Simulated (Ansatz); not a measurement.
The cluster MoSe₂, relaxed as a singlet with RKS B3LYP-D4/def2-TZVP in Ansatz, starting from the GFN2-xTB geometry. Force threshold 0.02 eV/Å.

In the def2 sets Mo takes a core potential; there is no spin–orbit coupling. The restricted singlet is unstable towards broken spin symmetry in Hartree–Fock (as tested in another run); at B3LYP-D4/def2-TZVP this wasn't settled. The relaxation made no stability test and no search for a lower SCF solution. No other spin state of charge 0 was run. Another isomer (triplet) lies 2.72 eV lower at PBE0-D4/def2-TZVP; other spin states weren't run for this one.

Start:

```xyz
3

Mo    0.1626    1.4365    0.2803
Se   -0.7207   -0.4847   -0.9638
Se    0.5580   -0.9518    0.6834
```

```json
{"step": "1", "energy (eV)": "-132555.7164", "largest force component (eV/Å)": "3.620", "SCF passes": "45"}
{"step": "2", "energy (eV)": "-132556.2351", "largest force component (eV/Å)": "0.788", "SCF passes": "31"}
{"step": "3", "energy (eV)": "-132556.2615", "largest force component (eV/Å)": "0.082", "SCF passes": "26"}
{"step": "4 (rejected)", "energy (eV)": "-132556.2614", "largest force component (eV/Å)": "0.065", "SCF passes": "27"}
{"step": "5", "energy (eV)": "-132556.2618", "largest force component (eV/Å)": "0.002", "SCF passes": "28"}
```

Force components are those of the run's own axes.

End:

```xyz
3

Mo    0.1525    1.3460    0.2629
Se   -0.7867   -0.4138   -1.0467
Se    0.6342   -0.9323    0.7838
```

By distances, no bond broke or formed. The bond that changes most is Se2–Se3, from 2.14 to 2.37 Å (atoms count from 1).

No frequencies were taken in this run, so the end may be a saddle point.

It took 12 s on 4 threads of Arm Neoverse V1 on a shared host.
